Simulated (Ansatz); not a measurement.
The cluster Rb₄H₄ (the lowest singlet isomer of a short search) was relaxed with PBE0-D4 (def2-SVP, def2-SVPD) in Ansatz in these states: charge -1 doublet, neutral singlet. The geometries follow in no particular order.

In the def2 sets Rb takes a core potential; there is no spin–orbit coupling.

A:

```tsv
atom	x (Å)	y (Å)	z (Å)
Rb1	1.6622	0.5295	1.0652
Rb2	-1.6700	-0.5258	-1.0552
Rb3	-1.1358	-4.1354	0.6594
Rb4	1.1442	4.1314	-0.6704
H5	2.8293	2.9826	1.0413
H6	0.1487	-1.7472	0.7820
H7	-2.8225	-2.9859	-1.0501
H8	-0.1562	1.7508	-0.7724
```

B:

Cartesian coordinates in Å:
```
Rb 1.4202 1.4488 0.4960
Rb -1.4183 -1.4454 -0.5096
Rb -3.9393 1.6520 -0.1257
Rb 3.9377 -1.6550 0.1407
H 4.0622 0.8647 0.6950
H -1.3015 1.4248 0.1249
H -4.0646 -0.8678 -0.6828
H 1.3036 -1.4222 -0.1386
```

**Question.** Judge from the bond lengths which geometry belongs to which state (an estimate).

**Answer.** A is the charge -1 doublet (Rb1–Rb2 4.088 Å, Rb1–H8 2.859 Å, Rb2–H6 2.859 Å); B is the neutral singlet (Rb1–Rb2 4.177 Å, Rb1–H8 2.943 Å, Rb2–H6 2.942 Å).

At PBE0-D4/def2-SVPD the highest occupied level of the relaxed charge -1 doublet lies above zero (up to 0.35 eV). By energy differences its removal costs 0.43 eV (each at its own geometry, to the charge 0 singlet, at PBE0-D4/def2-TZVPD). These are the stationary points nearest to one start from a short search; other shapes may lie lower in each state.
